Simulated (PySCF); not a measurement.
The vertical singlet excitations below were computed for one of the candidates. Method used: TDDFT wB97X-D/def2-SVPD, vertical, gas phase, core orbitals frozen in the response in PySCF. Geometries: GFN2-xTB, one conformer each.

```tsv
state	λ (nm)	f
S1	241.4	0.109
S2	215.6	0.076
S3	211.3	0.023
S4	202.8	0.014
S5	195.8	0.088
S6	184.8	0.086
S7	181.8	0.049
S8	174.8	0.024
```

Orbital energies (eV): HOMO-3 -10.78, HOMO-2 -10.42, HOMO-1 -9.03, HOMO -7.92, LUMO 1.49, LUMO+1 2.02, LUMO+2 2.43.

Question: Which structure fits?
A. `C1[C@H]2C[C@H]3[C@@H]1[C@@H]23`
B. `CC1=CCCP1P`
C. `COC1CPC1`

Answer: B. Its S1, at 5.14 eV, is the lowest among the candidates; the nearest of the others has S1 at 6.18 eV. S1 is HOMO→LUMO (93%). Löwdin shares by element: HOMO phosphorus 68%, carbon 16% or more (atoms not listed hold the other 16%); LUMO phosphorus 40%, carbon 37% or more (atoms not listed hold the other 22%). At the same level the other candidates give, for their lowest levels:
- `COC1CPC1`: 200 nm (f 0.058); 188 nm (f 0.052); 171 nm (f 0.098); 167 nm (f 0.026); 162 nm (f 0.019); T1 5.12 eV; HOMO -8.74, LUMO 1.99 eV
- `C1[C@H]2C[C@H]3[C@@H]1[C@@H]23`: 166 nm (f 0.008); 159 nm (f 0.004); 156 nm (f 0.009); 155 nm (f 0.003); 152 nm (f 0.004); T1 7.40 eV; HOMO -8.99, LUMO 2.58 eV
Triplets come from the Tamm–Dancoff approximation.
